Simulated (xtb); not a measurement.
xtb input (GFN2-xTB):

```bash
xtb mol.xyz --gfn 2 --sp --chrg -1 --uhf 0
```
mol.xyz:
```
5

C      2.86990483    -0.07346322     0.27203066
C      1.62417507    -0.04157529     0.15395125
B      0.18416922    -0.00471433     0.01745691
Cl    -0.77667915     1.52718372    -0.12967103
Cl    -0.86363412    -1.48519533    -0.02580991
```

End of the output:

```
         :::::::::::::::::::::::::::::::::::::::::::::::::::::
         ::                     SUMMARY                     ::
         :::::::::::::::::::::::::::::::::::::::::::::::::::::
         :: total energy             -14.775225404094 Eh    ::
         :: gradient norm              0.006832230800 Eh/a0 ::
         :: HOMO-LUMO gap              2.301083424438 eV    ::
         ::.................................................::
         :: SCC energy               -14.892358860379 Eh    ::
         :: -> isotropic ES            0.138312921601 Eh    ::
         :: -> anisotropic ES         -0.000804342643 Eh    ::
         :: -> anisotropic XC          0.000765185703 Eh    ::
         :: -> dispersion             -0.004271159437 Eh    ::
         :: repulsion energy           0.117133456286 Eh    ::
         :: add. restraining           0.000000000000 Eh    ::
         :: total charge              -1.000000000000 e     ::
         :::::::::::::::::::::::::::::::::::::::::::::::::::::

           -------------------------------------------------
          |                Property Printout                |
           -------------------------------------------------

    * Orbital Energies and Occupations

         #    Occupation            Energy/Eh            Energy/eV
      -------------------------------------------------------------
         1        2.0000           -0.8931649             -24.3043
         2        2.0000           -0.8917299             -24.2652
         3        2.0000           -0.3938039             -10.7160
         4        2.0000           -0.3512808              -9.5588
         5        2.0000           -0.3117717              -8.4837
         6        2.0000           -0.3092673              -8.4156
         7        2.0000           -0.2907462              -7.9116
Note: The following floating-point exceptions are signalling: IEEE_UNDERFLOW_FLAG IEEE_DENORMAL
normal termination of xtb
         8        2.0000           -0.2699770              -7.3464
         9        2.0000           -0.2637892              -7.1781
        10        2.0000           -0.2606536              -7.0927
        11        2.0000           -0.1972093              -5.3663
        12        2.0000           -0.1805672              -4.9135
        13        2.0000           -0.1626028              -4.4246 (HOMO)
        14                         -0.0780395              -2.1236 (LUMO)
        15                          0.0278094               0.7567
        16                          0.0959874               2.6120
        17                          0.0983699               2.6768
        18                          0.1512569               4.1159
        19                          0.1916460               5.2150
        20                          0.1924168               5.2359
        21                          0.1924569               5.2370
        22                          0.1924894               5.2379
        23                          0.1926389               5.2420
        24                          0.1930136               5.2522
       ...                                ...                  ...
        30                          1.2472413              33.9392
      -------------------------------------------------------------
                  HL-Gap            0.0845633 Eh            2.3011 eV
             Fermi-level           -0.1203212 Eh           -3.2741 eV

     #   Z          covCN         q      C6AA      α(0)
     1   6 C        0.981    -0.338    48.180    11.658
     2   6 C        1.897    -0.213    37.358     9.871
     3   5 B        2.544     0.403    16.698     7.029
     4  17 Cl       0.888    -0.426   113.084    16.269
     5  17 Cl       0.888    -0.426   113.084    16.269

 Mol. C6AA /au·bohr⁶  :       1473.270614
 Mol. C8AA /au·bohr⁸  :      54392.218729
 Mol. α(0) /au        :         61.096310

Wiberg/Mayer (AO) data.
largest (>0.10) Wiberg bond orders for each atom

 ---------------------------------------------------------------------------
     #   Z sym  total        # sym  WBO       # sym  WBO       # sym  WBO
 ---------------------------------------------------------------------------
     1   6 C    2.843 --     2 C    2.535     3 B    0.222
     2   6 C    3.958 --     1 C    2.535     3 B    1.376
     3   5 B    3.263 --     2 C    1.376     5 Cl   0.832     4 Cl   0.832
                             1 C    0.222
     4  17 Cl   0.923 --     3 B    0.832
     5  17 Cl   0.923 --     3 B    0.832
 ---------------------------------------------------------------------------

Topologies differ in total number of bonds
Writing topology from bond orders to xtbtopo.mol

molecular dipole:
                 x           y           z       tot (Debye)
 q only:       -1.022       0.026      -0.097
   full:       -1.822       0.047      -0.173       4.654
molecular quadrupole (traceless):
                xx          xy          yy          xz          yz          zz
 q only:      -10.413       0.236       0.119      -1.971       0.408      10.294
  q+dip:      -13.613       0.315       0.350      -2.558       0.519      13.263
   full:      -16.596       0.424       1.671      -3.002       0.544      14.925

           -------------------------------------------------
          | TOTAL ENERGY              -14.775225404094 Eh   |
          | GRADIENT NORM               0.006832230800 Eh/α |
          | HOMO-LUMO GAP               2.301083424438 eV   |
           -------------------------------------------------

------------------------------------------------------------------------
------------------------------------------------------------------------
 total:
 SCF:
```

It need not be the lowest isomer of its formula. Whether it binds its extra electron was not tested at this geometry.
